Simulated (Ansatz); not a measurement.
Molecule: SnH3 (charge 0, doublet). SMILES: [SnH3]
Geometry from a B3LYP-D3(BJ)/def2-TZVP (Ansatz, a first-principles code) optimisation:
```
Sn
H 1 1.7237
H 1 1.7237 2 109.12
H 1 1.7237 2 109.12 3 119.15
```
Charge 0, spin multiplicity 2.

Computed values are from Ansatz. Valence correlation only, unless marked. Open shells are spin-unrestricted. No spin-orbit coupling. The frozen core is the preceding noble-gas configuration, with the filled d and f shells of earlier blocks. Past Kr the def2 sets carry scalar-relativistic core potentials. CBS(X,Y): correlation extrapolated as X^-3; Hartree-Fock from the larger set.

Problem. What is the T1 diagnostic at CCSD/def2-QZVPPD?

Solution. 0.014.

Problem. What is the atomisation energy De at CCSD(T)/CBS(def2-TZVPPD,def2-QZVPPD)?

Solution. 758.2 kJ/mol.

Problem. What is the total energy at CCSD(T)/CBS(def2-TZVPPD,def2-QZVPPD)?

Solution. -215.1916 Eh.

Problem. What is the vertical ionisation energy (to the singlet) at CCSD(T)/CBS(def2-TZVPPD,def2-QZVPPD)?

Solution. 8.32 eV.

Problem. What is the dipole moment at CCSD(T)/def2-SVPD?

Solution. 0.43 D.
